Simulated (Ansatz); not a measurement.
Total energies of `CO[SiH2]C`.

Z-matrix (Å, degrees):
```
C
O 1 1.406
H 1 1.092 2 108.4
H 1 1.097 2 111.7 3 -119.3
H 1 1.096 2 111.6 3 119.1
Si 2 1.646 1 122.9 3 170.6
C 6 1.864 2 112.5 1 66.4
H 6 1.494 2 109.3 1 -54.7
H 6 1.483 2 105.4 1 -172.6
H 7 1.093 6 111.6 2 -62.6
H 7 1.093 6 111.1 2 58.4
H 7 1.094 6 110.0 2 178.1
```

Total charge 0; spin multiplicity 1. The structure was optimised at the PBE0-D4/def2-TZVP level. It is one conformer, not always the lowest. Basis def2-TZVPP, the Gaussian-basis code of Ansatz.

RPA on PBE orbitals: Hartree–Fock energy of these orbitals -444.25891 Eh, correlation -1.22395 Eh (frozen core).

```json
{"functional": "LDA (SPW92)", "kind": "LDA", "energy without D4 (Eh)": "-443.36316", "D4 term (kJ/mol)": "–"}
{"functional": "PBE", "kind": "GGA", "energy without D4 (Eh)": "-445.49713", "D4 term (kJ/mol)": "-20.0"}
{"functional": "revPBE", "kind": "GGA", "energy without D4 (Eh)": "-445.73606", "D4 term (kJ/mol)": "-64.3"}
{"functional": "BLYP", "kind": "GGA", "energy without D4 (Eh)": "-445.78208", "D4 term (kJ/mol)": "-44.1"}
{"functional": "PBE0", "kind": "global hybrid, 25 % exact exchange", "energy without D4 (Eh)": "-445.54577", "D4 term (kJ/mol)": "-16.8"}
{"functional": "B3LYP", "kind": "global hybrid, 20 %", "energy without D4 (Eh)": "-445.88504", "D4 term (kJ/mol)": "-31.9"}
{"functional": "r2SCANh", "kind": "meta-GGA hybrid, 10 %", "energy without D4 (Eh)": "-445.72767", "D4 term (kJ/mol)": "-5.3"}
{"functional": "r2SCAN0", "kind": "meta-GGA hybrid, 25 %", "energy without D4 (Eh)": "-445.71618", "D4 term (kJ/mol)": "-5.8"}
{"functional": "HSE06 (plane-wave form)", "kind": "screened hybrid", "energy without D4 (Eh)": "-445.53029", "D4 term (kJ/mol)": "-15.6"}
{"functional": "CAM-B3LYP", "kind": "range-separated hybrid", "energy without D4 (Eh)": "-445.78960", "D4 term (kJ/mol)": "-16.9"}
{"functional": "LC-ωPBE", "kind": "long-range corrected hybrid", "energy without D4 (Eh)": "-445.67363", "D4 term (kJ/mol)": "–"}
{"functional": "ωB97M-V", "kind": "range-separated hybrid meta-GGA with VV10", "energy without D4 (Eh)": "-445.75149", "D4 term (kJ/mol)": "–"}
{"functional": "B2PLYP", "kind": "double hybrid", "energy without D4 (Eh)": "-445.60398", "D4 term (kJ/mol)": "–"}
{"functional": "PBE-QIDH", "kind": "double hybrid", "energy without D4 (Eh)": "-445.44366", "D4 term (kJ/mol)": "–"}
```

Problem. Give the same for r2SCAN, B97M-V, BHLYP, ωB97X-V. (Estimate.)

Solution. Ansatz gave: 
| functional | kind | energy without D4 (Eh) | D4 term (kJ/mol) |
| --- | --- | --- | --- |
| r2SCAN | meta-GGA | -445.73594 | -5.1 |
| B97M-V | meta-GGA with VV10 | -445.75750 | – |
| BHLYP | global hybrid, 50 % | -445.76666 | -23.3 |
| ωB97X-V | range-separated hybrid GGA with VV10 | -445.75973 | – |

B3LYP takes the VWN-RPA correlation (the form of Gaussian; ORCA's B3LYP/G). HSE06 is the plane-wave form, built on full-range PBE exchange. The double hybrids freeze the cores in their second-order part.

LC-ωPBE has ω = 0.4 bohr⁻¹.
